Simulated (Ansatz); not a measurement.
Ideal-gas functions of C2H4BClO, SMILES `C=C(O)BCl` at 500 K and 1 bar, from an Ansatz frequency run at PBE0-D4/def2-TZVP.

Molar mass 90.32 g/mol, point group Cs (symmetry number 1), electronic degeneracy 1, moments of inertia 51.753, 222.427, 274.179 u Å². Harmonic wavenumbers (cm⁻¹, unscaled): 90, 175, 360, 428, 487, 520, 737, 788, 826, 898, 909, 997, 1125, 1212, 1412, 1446, 1664, 2669, 3147, 3264, 3827.

Use S(trans) = R[1.5 ln M + 2.5 ln T − 1.1517]; rotational temperatures θ = 24.2544 K / I; S(rot) = R[ln(√π/σ · √(T³/θAθBθC)) + 1.5]; for each mode x = 1.438777 ν̃/T, S = R[x/(eˣ − 1) − ln(1 − e⁻ˣ)] and H = RT x/(eˣ − 1); 1 cm⁻¹ = 0.0119627 kJ/mol; R = 8.31446 J/(mol·K).

Question: By hand: the entropy, in J/(mol·K).

Answer: Translation 175.8. Rotation: θ = 0.4687, 0.109, 0.0885 K, giving 117.2. Vibration, mode by mode: 19.57, 14.11, 8.38, 7.09, 6.16, 5.70, 3.47, 3.09, 2.83, 2.41, 2.35, 1.92, 1.43, 1.17, 0.74, 0.68, 0.40, 0.03, 0.01, 0.01, 0.00, in all 81.5. Electronic 0.0. Sum 374.5 J/(mol·K).

Question: By hand: H − E and G − E in kJ/mol, counted from the electronic energy.

Answer: Zero-point energy ½ × 26981 × 0.0119627 = 161.4; thermal vibration 22.5; translation, rotation and pV give 4 RT = 16.6. H − E = 200.5 kJ/mol, and G − E = 200.5 − 500 × 374.5/1000 = 13.2 kJ/mol.

Vibration gives 22 % of the entropy, 19.6 J/(mol·K) of it from the mode under 150 cm⁻¹: soft modes count most, and the harmonic formula is weakest for them. The sum counts one conformer and one mirror image; others add a mixing term.
